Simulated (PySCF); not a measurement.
Bonds (- single, = double, # triple, : aromatic): Si1-C2, C2-C3, C3:C4, C4:C5, C5:C6, C6:C7, C7:N8, N8:C3. Si1 carries H9, H10, H11; C2 carries H12, H13; C4 carries H14; C5 carries H15; C6 carries H16; C7 carries H17.

Geometry: GFN2-xTB; GIAO shifts from PySCF, gas phase, non-relativistic, averaged over equivalent atoms.

At PBE0/pcSseg-1 (188 basis functions, 29 s wall time on 1 thread of an Arm Neoverse V1, shared host):
```tsv
atoms	δ (ppm)
Si1	-63.1
C3	167.5
C7	155.6
C5	142.2
C4	126.3
C6	124.2
C2	25.5
N8	352.8
H17	8.81
H15	7.83
H14	7.29
H16	7.11
H9/H10/H11	3.96
H12/H13	2.65
```

δ = σ(ref) − σ, references computed at the same level: 29Si (σref 349.16) and 13C (σref 186.93) and 1H (σref 31.72) vs TMS; NH3 for 15N (σref 267.73).

Problem. Estimate the result of repeating the calculation with BHandHLYP/pcSseg-1.

Solution. 
```tsv
atoms	δ at BHandHLYP/pcSseg-1	change
Si1	-60.5	+2.6
C3	171.5	+4.0
C7	158.5	+2.9
C5	145.9	+3.7
C4	127.5	+1.2
C6	125.5	+1.3
C2	24.6	-0.9
N8	360.0	+7.2
H17	8.75	-0.06
H15	7.85	+0.02
H14	7.21	-0.08
H16	7.07	-0.04
H9/H10/H11	3.79	-0.17
H12/H13	2.56	-0.09
```

Scale: 29Si (356.35 ppm), 13C (186.58 ppm), 1H (31.90 ppm) against TMS; NH3 for 15N (267.09 ppm) (reference shieldings calculated alike).

The largest change is at N8 (pyridine-type ring nitrogen). Cost: 188 basis functions, 27 s wall time on 1 thread of an Arm Neoverse V1, shared host. The order of the carbon signals is the same at both levels.

Experimental scales use liquid or dissolved standards, which lie at an offset from isolated NH3 (liquid NH3: subtract about 20 ppm). Unscaled 15N shifts of sp2 nitrogen often come out too high even then, by a few to some tens of ppm.
